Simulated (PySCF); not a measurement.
**Molecular orbitals of TcP**

PBEsol at R = 2.113 Å; basis Tc x2c-TZVPPall, P x2c-TZVPPall; spin-free X2C with a Gaussian nucleus; PySCF 2.14. State: ⁵Π (quintet), unpaired electrons σ ↑, π ↑, δ ↑↑. Only the outer orbitals are listed, counted within each symmetry.

| spin | orbital | occ. | ε (eV) | on Tc (%) | main shells (%) |
| --- | --- | --- | --- | --- | --- |
| α | 12σ | 1 | -13.35 | 14 | 86 P s |
| α | 13σ | 1 | -7.09 | 60 | 59 Tc d, 32 P p |
| α | 6π | 1 | -7.08 | 75 | 75 Tc d, 23 P p |
| α | 6π | 1 | -6.98 | 73 | 72 Tc d, 26 P p |
| α | 2δ | 1 | -6.50 | 100 | 100 Tc d |
| α | 2δ | 1 | -6.50 | 99 | 98 Tc d |
| α | 14σ | 1 | -5.50 | 81 | 63 Tc s, 19 P p, 16 Tc d |
| α | 7π | 1 | -3.96 | 40 | 60 P p, 23 Tc d, 16 Tc p |
| α | 7π | 0 | -3.89 | 39 | 61 P p, 21 Tc d, 18 Tc p |
| α | 15σ | 0 | -2.58 | 65 | 34 P p, 28 Tc p, 24 Tc s |
| α | 8π | 0 | -0.80 | 87 | 80 Tc p, 11 P p |
| β | 11σ | 1 | -42.43 | 99 | 100 Tc p |
| β | 5π | 1 | -42.26 | 100 | 100 Tc p |
| β | 5π | 1 | -41.90 | 100 | 100 Tc p |
| β | 12σ | 1 | -13.30 | 11 | 88 P s |
| β | 13σ | 1 | -6.37 | 38 | 55 P p, 33 Tc d |
| β | 6π | 1 | -6.27 | 46 | 52 P p, 45 Tc d |
| β | 6π | 1 | -5.76 | 52 | 50 Tc d, 46 P p |
| β | 2δ | 0 | -3.77 | 97 | 88 Tc d, 8 Tc s |
| β | 2δ | 0 | -3.71 | 99 | 99 Tc d |
| β | 14σ | 0 | -3.43 | 88 | 47 Tc d, 41 Tc s, 11 P p |

Q: Which are the highest filled and the lowest empty level, where do they sit, and how wide is the gap?

A: Highest filled α 7π at -3.96 eV (in %: 60 P p, 23 Tc d, 16 Tc p); lowest empty α 7π at -3.89 eV (in %: 61 P p, 21 Tc d, 18 Tc p); the gap at PBEsol is 0.07 eV. Both belong to one degenerate shell, split only by its one-sided filling, so this is no excitation gap.

```
bond order (Mayer)                              : 2.83
⟨S²⟩                                            : 6.108
charge on Tc (Mulliken, basis-dependent)        : 0.13
charge on Tc (Löwdin, basis-dependent)          : -0.29
dipole moment (positive dipole means Tc(−)P(+)) : -2.66 D
```

Spin–orbit coupling is left out. The state is the lowest single determinant that the PBE0 search found; with open d or f shells the true ground state can be another one.
